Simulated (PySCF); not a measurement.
Species: C₄H₈F₂Si.
Structure used (PBE0-D3(BJ)/def2-SVP), in Å, numbered top down from 1:
```xyz
15
C4H8F2Si angstrom
F     -0.2846   -1.7032   -1.5387
C     -0.5650   -1.1824   -0.2757
C     -0.9177    0.2906   -0.4226
C      0.3748    1.0690   -0.6817
C      1.3615    0.7369    0.4290
F      0.9786    1.4163    1.5847
Si     1.0811   -1.1447    0.7214
H     -1.3933   -1.7671    0.1564
H     -1.3702    0.6436    0.5197
H     -1.6647    0.4288   -1.2212
H      0.2112    2.1572   -0.7333
H      0.8037    0.7515   -1.6475
H      2.3890    1.0463    0.1778
H      2.1111   -2.0172    0.0875
H      0.9316   -1.4552    2.1721
```

All values: PBE0/pcSseg-1 and CAM-B3LYP/def2-SVPD (PySCF, non-relativistic), on one gas-phase PBE0-D3(BJ)/def2-SVP geometry that isn't relaxed in the solvent. The solvent is an IEF-PCM continuum (van der Waals radii × 1.2). Specific hydrogen bonds and non-electrostatic terms are outside this model.

Gas phase at PBE0/pcSseg-1: HOMO -8.02 eV, LUMO 0.58 eV, dipole 0.17 D.

**Question.** What does the continuum do to the energy, the frontier levels and the dipole at PBE0/pcSseg-1 in chloroform and water?

**Answer.** 
```tsv
solvent	ε	E(solvent) − E(gas) (kJ/mol)	polarisation term (kJ/mol)	distortion of the solute (kJ/mol)	HOMO (eV)	LUMO (eV)	dipole (D)
chloroform	4.711	-11.85	-12.73	0.88	-7.91	0.75	0.21
water	78.36	-16.45	-18.17	1.72	-7.88	0.79	0.21
```

The polarisation term is half the interaction of the solute with the surface charges that it induces; the rest is the cost of distorting the solute's density. The sum is the electrostatic part of solvation alone. From chloroform to water the lowering changes by a factor 1.39, Onsager's factor (ε − 1)/(2ε + 1) by 1.38 and ε itself by 16.6.

**Question.** Which Mulliken charges (PBE0/pcSseg-1) respond most in chloroform (means over atoms taken as equivalent)?

**Answer.** 
| atoms | environment | gas (e) | solvent (e) | change |
| --- | --- | --- | --- | --- |
| F1/F6 | alkyl fluorine | -0.341 | -0.357 | -0.016 |
| H8/H13 | methine hydrogen | +0.131 | +0.144 | +0.013 |
| Si7 | SiH2 silicon | +0.633 | +0.639 | +0.006 |
| H9/H12 | methylene hydrogen | +0.139 | +0.143 | +0.004 |
| C2/C5 | sp3 C–F carbon | -0.082 | -0.086 | -0.004 |
| H10/H11 | methylene hydrogen | +0.143 | +0.146 | +0.003 |

**Question.** Which Mayer bond orders change most in chloroform?

**Answer.** 
```
  bond  length (Å)    gas  solvent  change
 F1–C2       1.395  0.825    0.809  -0.016
 C5–F6       1.394  0.826    0.810  -0.016
 C4–C5       1.522  1.021    1.024  +0.003
 C2–C3       1.522  1.022    1.025  +0.003
 C3–C4       1.531  0.997    0.995  -0.002
 C2–H8       1.102  0.944    0.942  -0.002
C5–H13       1.102  0.944    0.942  -0.002
C5–Si7       1.925  0.866    0.867  +0.001
```

Gas phase at CAM-B3LYP/def2-SVPD: HOMO -9.50 eV, LUMO 1.21 eV, dipole 0.20 D.

**Question.** What does the continuum do to the energy, the frontier levels and the dipole at CAM-B3LYP/def2-SVPD in chloroform?

**Answer.** 
```tsv
solvent	ε	E(solvent) − E(gas) (kJ/mol)	polarisation term (kJ/mol)	distortion of the solute (kJ/mol)	HOMO (eV)	LUMO (eV)	dipole (D)
chloroform	4.711	-13.10	-14.31	1.21	-9.37	1.36	0.25
```

The atom shares or the degeneracy of the LUMO differ from the gas phase in chloroform, so that column needn't follow one orbital.

**Question.** How does the static polarisability (CAM-B3LYP/def2-SVPD, frozen core, with the continuum's full static response) change?

**Answer.** 
| medium | isotropic (au) | principal values (au) | ⟨r²⟩ of the electrons (bohr²) |
| --- | --- | --- | --- |
| gas | 72.9 | 66.9, 72.4, 79.2 | 879.9 |
| chloroform | 89.6 | 83.6, 87.9, 97.2 | 880.1 |

The isotropic value in chloroform is 1.23 times the gas-phase one; no cavity-field correction is applied. ⟨r²⟩ is taken about the centre of nuclear charge.
